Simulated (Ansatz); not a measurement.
Consider the cleavage of the B–Si bond: `B[SiH]1BS1` + `N=C=O` → `BN=C=O` + `B1[SiH2]S1`.

Program: Ansatz. Geometries: PBE0-D4/def2-TZVP. ΔE: electronic, gas phase. CCSD(T)/CBS adds triple-zeta CCSD(T) − MP2 to the extrapolated MP2 energy (def2 sets, frozen cores). This one scheme is used for every species. DFT in def2-TZVPP. B3LYP here is the variant with VWN-RPA as its local correlation; programs differ in this. One conformer a species, not always the lowest.

`B[SiH]1BS1`:

Z-matrix (Å, degrees):
```
Si
B 1 1.968
S 1 2.194 2 49.1
B 1 1.966 2 119.4 3 100.2
H 1 1.484 2 117.8 3 -95.4
H 2 1.184 1 151.7 3 178.5
H 4 1.195 1 121.6 2 136.0
H 4 1.194 1 119.0 2 -39.4
```

`N=C=O`:

```xyz
4

N    -0.326   -0.639   -0.267
C     0.309    0.372   -0.086
O     0.970    1.326   -0.043
H    -0.953   -1.059    0.396
```

`BN=C=O`:

Cartesian coordinates in Å:
```
B 0.514 -0.505 0.813
N -0.310 0.224 -0.060
C -0.725 0.699 -1.076
O -1.183 1.191 -2.024
H 1.469 -1.075 0.375
H 0.236 -0.534 1.973
```

`B1[SiH2]S1`:

```xyz
6

B     1.158    0.104   -0.092
Si   -0.767    0.202    0.042
S     0.529   -1.537    0.072
H     2.251    0.544   -0.204
H    -1.496    0.431    1.311
H    -1.675    0.256   -1.128
```

```json
{"level": "PBE", "ΔE (kJ/mol)": "-104.7"}
{"level": "B3LYP", "ΔE (kJ/mol)": "-121.4"}
{"level": "CAM-B3LYP", "ΔE (kJ/mol)": "-126.7"}
{"level": "HF/def2-SVP", "ΔE (kJ/mol)": "-146.5"}
```

(1) What does CCSD(T)/CBS give? (Best estimate.)

Largest T1 diagnostic among the species: 0.020.

Answers

(1) Computed: -113.0 kJ/mol. The listed levels differ from it by 8.3, -8.4, -13.7, -33.5 kJ/mol.

From r2SCAN to r2SCAN0 (25 % exact exchange), in def2-TZVPP and without D4, ΔE moves by −5.5 kJ/mol. At CCSD(T), def2-SVP lies −15.2 kJ/mol from the extrapolated value and def2-TZVPP −0.4 kJ/mol. In def2-TZVPP, CCSD(T) changes the Hartree–Fock value by +23.6 kJ/mol (the triples alone add +3.5 kJ/mol) and MP2 by +15.9 kJ/mol.
